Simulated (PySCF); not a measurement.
## Telling isomers of C5H6ClFO2 apart by NMR

- GFN2-xTB structure
- PBE0/pcSseg-1 with gauge-including orbitals
- program: PySCF
- no solvent, a single conformation, relativity neglected, one averaged value for each set of equivalent atoms

Referencing at the same level of theory: $^{1}$H and $^{13}$C against TMS. Splittings of carbon signals by F and P are missing where no couplings were computed. Where no couplings were computed, multiplicities follow the n + 1 count of equivalent neighbours, and m marks all less simple cases (inequivalent or close neighbours, rings, F or P nearby). Shifts are as computed. Against solution values, carbons near 30 ppm lie about +3 ppm off and those near 130 ppm about +5 ppm; carbons on Cl a further +6 ppm. Of 1211 compounds with measured shifts, 218 miss one by over three times the rms of a fit or turn the order of signals round; such compounds aren't used in these exercises. Carbons bonded to Cl come out too deshielded.

(1) Tabulate the signals of `CO[C@@H]1C[C@]1(F)C(=O)Cl`, `CC(=O)/C=C(/Cl)OCF`, `O=C1C[C@@H](Cl)C[C@@H](F)O1` and their relative energies.

(2) What is the quickest way to tell CO[C@@H]1C[C@]1(F)C(=O)Cl from O=C1C[C@@H](Cl)C[C@@H](F)O1?

(3) What is the quickest way to tell CO[C@@H]1C[C@]1(F)C(=O)Cl from CC(=O)/C=C(/Cl)OCF?

(4) What is the quickest way to tell CC(=O)/C=C(/Cl)OCF from O=C1C[C@@H](Cl)C[C@@H](F)O1?

Answers

(1) 
```json
{"SMILES": "CO[C@@H]1C[C@]1(F)C(=O)Cl", "carbon types": "2×C 1×CH 1×CH2 1×CH3", "δC": "179.3, 83.4, 75.0, 61.9, 30.2", "δH": "3.82 (m, 1H), 3.46 (s, 3H), 2.11 (m, 1H), 1.94 (m, 1H)", "E rel. (kcal/mol)": "43.9"}
{"SMILES": "CC(=O)/C=C(/Cl)OCF", "carbon types": "2×C 1×CH 1×CH2 1×CH3", "δC": "195.5, 160.6, 116.4, 106.2, 34.4", "δH": "6.17 (m, 2H), 5.57 (s, 1H), 2.38 (s, 3H)", "E rel. (kcal/mol)": "38.6"}
{"SMILES": "O=C1C[C@@H](Cl)C[C@@H](F)O1", "carbon types": "1×C 2×CH 2×CH2", "δC": "170.8, 109.1, 54.8, 43.9, 43.5", "δH": "6.19 (m, 1H), 4.07 (m, 1H), 3.14 (m, 1H), 2.87 (m, 1H), 2.78 (m, 1H), 2.45 (m, 1H)", "E rel. (kcal/mol)": "0.0"}
```

Energies are electronic energies at PBE0/pcSseg-1 on these geometries, without zero-point or thermal terms, each for the one conformer computed, which needn't be the lowest.

(2) Both give the same number of carbon signals, but DEPT or the intensities differ. The first has a three-membered-ring carbon (C) at 83.4 ppm, the second an sp3 CH bonded to F and O at 109.1 ppm. Their most deshielded carbons lie at 179.3 and 170.8 ppm. In the proton spectra the most deshielded non-exchanging signals are 3.82 (m, 1H) and 6.19 (m, 1H).

(3) Both give the same number of carbon signals, with the same numbers of each carbon type, so the positions decide. The first has a three-membered-ring carbon (C) at 83.4 ppm, the second an sp3 CH2 bonded to F and O at 106.2 ppm. Their most deshielded carbons lie at 179.3 and 195.5 ppm. In the proton spectra the most deshielded non-exchanging signals are 3.82 (m, 1H) and 6.17 (m, 2H).

(4) Both give the same number of carbon signals, but DEPT or the intensities differ. The first has an sp3 CH2 bonded to F and O at 106.2 ppm, the second an sp3 CH bonded to Cl at 54.8 ppm. Their most deshielded carbons lie at 195.5 and 170.8 ppm.
